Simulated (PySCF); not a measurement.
C₂HBF₄S.
Numbering: `[F:1][BH:2][S:3][C:4]([F:5])=[C:6]([F:7])[F:8]` (hydrogens: H9 on B2)

Theory: PBE0-D3(BJ)/def2-SVP geometry optimisation, gas phase in PySCF 2.14.0.

(1) What internal coordinates does the optimisation give?

## Answers

(1) 
```json
{"bond": "F1–B2", "length (Å)": "1.315", "order": "single"}
{"bond": "B2–S3", "length (Å)": "1.807", "order": "single"}
{"bond": "S3–C4", "length (Å)": "1.759", "order": "single"}
{"bond": "C4–F5", "length (Å)": "1.330", "order": "single"}
{"bond": "C4=C6", "length (Å)": "1.335", "order": "double"}
{"bond": "C6–F7", "length (Å)": "1.305", "order": "single"}
{"bond": "C6–F8", "length (Å)": "1.305", "order": "single"}
{"bond": "B2–H9", "length (Å)": "1.205", "order": "single"}
```

Orders are formal, as drawn. A selection of angles:
```json
{"angle": "F1–B2–S3", "degrees": "120.7"}
{"angle": "B2–S3–C4", "degrees": "100.7"}
{"angle": "S3–C4–F5", "degrees": "117.6"}
{"angle": "S3–C4–C6", "degrees": "123.3"}
{"angle": "F5–C4–C6", "degrees": "119.1"}
{"angle": "C4–C6–F7", "degrees": "123.8"}
{"angle": "C4–C6–F8", "degrees": "123.7"}
{"angle": "F7–C6–F8", "degrees": "112.5"}
```

Torsions: F1–B2–S3–C4 -2° (synperiplanar); B2–S3–C4–F5 -77° (synclinal); S3–C4–C6–F7 177° (antiperiplanar). The mirror-image conformer, all signs reversed, is as good.

The C–F distances run from 1.305 Å (C6–F8, drawn single) to 1.330 Å (C4–F5, drawn single), a spread of 0.025 Å. B2 (three-coordinate boron) is planar (angles 120.9°, 120.7° and 118.4°, sum 360.0°, 0.00 Å off the plane of its three neighbours).

Point group: C1 (no symmetry element, even within 0.4 Å). Not checked by PBE0-D3(BJ)/def2-SVP frequencies. One conformer, not necessarily the lowest.
